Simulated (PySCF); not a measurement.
Antimony: a sound run and one with changed settings

Sound run: Sb²⁺ [Kr] 4d10 5s2 5p1, Sb³⁺ [Kr] 4d10 5s2. Calculation: PySCF 2.14, in x2c-TZVPall; scalar relativity by spin-free X2C-1e. In the sound run the correlated levels freeze [Kr] 4d10. The sound run starts from symmetry-adapted Hartree-Fock orbitals and uses a fine grid where one is needed.

A second run was set up differently.

| species | method | sound run (hartree) | changed run (hartree) | converged |
| --- | --- | --- | --- | --- |
| Sb²⁺ | UHF | -6477.04877 | -6477.04877 | yes |
| Sb²⁺ | MN15 | -6484.05734 | -6484.05734 | yes |
| Sb²⁺ | r2SCAN | -6479.78181 | -6479.78181 | yes |
| Sb²⁺ | MP2 | -6477.08211 | -6477.07872 | yes |
| Sb³⁺ | UHF | -6476.16317 | -6476.16317 | yes |
| Sb³⁺ | MN15 | -6483.14259 | -6483.14259 | yes |
| Sb³⁺ | r2SCAN | -6478.86990 | -6478.86990 | yes |
| Sb³⁺ | MP2 | -6476.18905 | -6476.18625 | yes |

Ionisation energy of Sb²⁺:

| method | sound run (eV) | changed run (eV) |
| --- | --- | --- |
| UHF | 24.098 | 24.098 |
| MN15 | 24.891 | 24.891 |
| r2SCAN | 24.814 | 24.814 |
| MP2 | 24.301 | 24.285 |
| SCS-MP2 | 24.290 | 24.276 |

**Question.** What was changed?
A. radial grid too coarse
B. angular grid far too coarse
C. level shift left on
D. basis contracted for another Hamiltonian

**Answer.** C. It used initial guess 1e, at most 50 SCF cycles, level shift 0.1 hartree. A level shift leaves the converged SCF energy unchanged but raises the virtual orbital energies, which shrinks MP2 if it is not removed.
